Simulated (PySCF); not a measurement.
## Stationary points of TiCl₄

Computed with PBE0 in PySCF with Ti def2-TZVP, Cl def2-TZVP; no relativity; density-fitted integrals.

Relaxations began from a few typed shapes. The search is not exhaustive: other isomers or separated fragments can lie lower, and high-lying points may rest on an excited occupation.

(1) Which is the lowest minimum found?
A. singlet Td: Ti–Cl 2.163 Å (×4); Cl–Ti–Cl 109.5° (×6)
B. singlet D4h: Ti–Cl 2.226 Å (×4); Cl–Ti–Cl 90.0° (×4), Cl–Ti–Cl 180.0° (×2)

## Answers

(1) A. The others lie at 231.2 (singlet D4h, a saddle point) kJ/mol above it.

Formally Ti is in oxidation state +4, d0. The polar-tensor charge on Ti, 2.06, is far below the formal one.
